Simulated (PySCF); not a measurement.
Distorted geometries of [Bi(SiH3)3]2+

[Bi(SiH3)3]2+ (singlet). PySCF 2.14.0, RKS BP86, Bi def2-SVP with ECP60, Si def2-SVP, H def2-SVP; non-relativistic Hamiltonian with scalar-relativistic core potentials where named; density fitting; no spin-orbit coupling. Relaxed geometry:

```xyz
13

Bi    0.0000    0.0000   -0.5546
Si    2.7932    0.0000   -0.6988
H     3.1390   -1.2869   -0.0260
H     2.8277    0.0000   -2.2014
H     3.1390    1.2869   -0.0260
Si   -1.3966    2.4190   -0.6988
H    -0.4550    3.3619   -0.0260
H    -1.4139    2.4488   -2.2014
H    -2.6840    2.0750   -0.0260
Si   -1.3966   -2.4190   -0.6988
H    -2.6840   -2.0750   -0.0260
H    -1.4138   -2.4489   -2.2014
H    -0.4550   -3.3619   -0.0260
```

Question: Order these distorted geometries by energy above the relaxed one, lowest first.
A.
```xyz
13

Bi    0.0640   -0.0585   -0.6298
Si    2.8031    0.1525   -0.7534
H     3.1047   -1.2955   -0.0808
H     2.9582    0.0412   -2.2124
H     3.0543    1.3389   -0.0046
Si   -1.3786    2.3931   -0.6533
H    -0.3887    3.4006   -0.0596
H    -1.4547    2.4225   -2.3000
H    -2.6350    1.9615    0.0893
Si   -1.4445   -2.5126   -0.6900
H    -2.7902   -2.0756    0.0189
H    -1.4646   -2.4167   -2.1197
H    -0.4280   -3.3514   -0.0155
```
B.
```xyz
13

Bi    0.0842    0.0202   -0.6481
Si    2.7338   -0.2172   -0.6961
H     3.0744   -1.1296   -0.1003
H     2.7172   -0.0536   -1.9095
H     3.1572    1.3868   -0.2648
Si   -1.3006    2.8215   -0.4230
H    -0.6709    3.2974    0.1725
H    -1.5102    2.1287   -2.3207
H    -2.5408    2.2443    0.1785
Si   -1.3525   -2.6941   -0.7757
H    -2.6090   -2.0259   -0.1275
H    -1.3177   -2.3424   -2.0625
H    -0.4651   -3.4362   -0.4339
```
C.
```xyz
13

Bi    0.0458    0.0509   -0.8046
Si    2.7754   -0.1124   -0.7429
H     3.0246   -1.2197   -0.0579
H     2.9762    0.0010   -2.1263
H     3.1752    1.1136    0.0399
Si   -1.4656    2.4428   -0.6873
H    -0.5387    3.3339    0.2665
H    -1.4086    2.4188   -2.2463
H    -2.6124    2.1843   -0.0443
Si   -1.4563   -2.4627   -0.5934
H    -2.5711   -2.1411   -0.1292
H    -1.4493   -2.4013   -2.2266
H    -0.4952   -3.2081   -0.0584
```

Answer: A (0.56 eV), C (2.32 eV), B (12.19 eV).

Question: Which forces (eV/Å) act in the one that lies 2.32 eV up?

Answer: 
```
Bi  -0.87 -0.46  0.94
Si  -0.42  3.90 -0.07
H    0.62 -3.85  1.97
H    0.37 -0.01 -2.02
H   -0.25  0.00 -0.16
Si   4.25  1.44 -1.65
H   -0.57 -0.70 -1.21
H   -0.11  0.42  0.93
H   -3.39 -1.08  1.55
Si   4.05  1.17 -6.74
H   -6.55  1.88  3.05
H    0.00 -0.27  1.60
H    2.85 -2.44  1.81
```
Forces carry noise of the integration grid, about 0.01 to 0.03 eV/Å.

A frequency check found unstable modes (1, the lowest at -6 cm⁻¹), so the relaxed geometry is a saddle point, or these are noise.
